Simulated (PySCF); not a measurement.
C₂H₇ClOSn, SMILES [OH][Sn]([Cl])([CH3])[CH3]. Atoms are numbered in the order given.

```xyz
12

C      1.8691    -0.7550    -1.0024
Sn     0.0071     0.0461    -0.2517
C     -1.8697    -0.5194    -1.1376
O     -0.0258     2.0545    -0.3476
Cl    -0.0472    -0.5320     2.0699
H      1.9982    -0.4537    -2.0594
H      2.7040    -0.3623    -0.3927
H      1.8433    -1.8584    -0.9247
H     -2.4920    -0.9912    -0.3551
H     -2.3559     0.4053    -1.5009
H     -1.7114    -1.2248    -1.9745
H      0.6694     2.4355     0.2223
```

The structure is a stationary point at PBE-D3(BJ)/def2-SVP. The def2 effective core potentials stand for the cores of Sn; spin–orbit coupling is left out. The values are those of a single conformer.

Computed with M06-2X/def2-TZVP (PySCF).

ESP charges are fitted to the potential on shells at 1.4 to 2.0 van der Waals radii. Atomic charges (e):

| atom | Löwdin | ESP fit |
|---|---|---|
| C1 | -0.53 | -0.81 |
| Sn2 | … | 1.02 |
| C3 | -0.52 | -0.69 |
| O4 | … | -0.76 |
| Cl5 | -0.05 | -0.36 |
| H6 | … | 0.23 |
| H7 | … | 0.21 |
| H8 | … | 0.21 |
| H9 | … | 0.17 |
| H10 | … | 0.22 |
| H11 | … | 0.18 |
| H12 | 0.16 | 0.39 |

Question: What belongs in the gaps? (The exact figures need the calculation; the answer reports its results.)

Answer: 
- Sn2, Löwdin: 0.53
- O4, Löwdin: -0.38
- H6, Löwdin: 0.13
- H7, Löwdin: 0.13
- H8, Löwdin: 0.13
- H9, Löwdin: 0.13
- H10, Löwdin: 0.14
- H11, Löwdin: 0.13
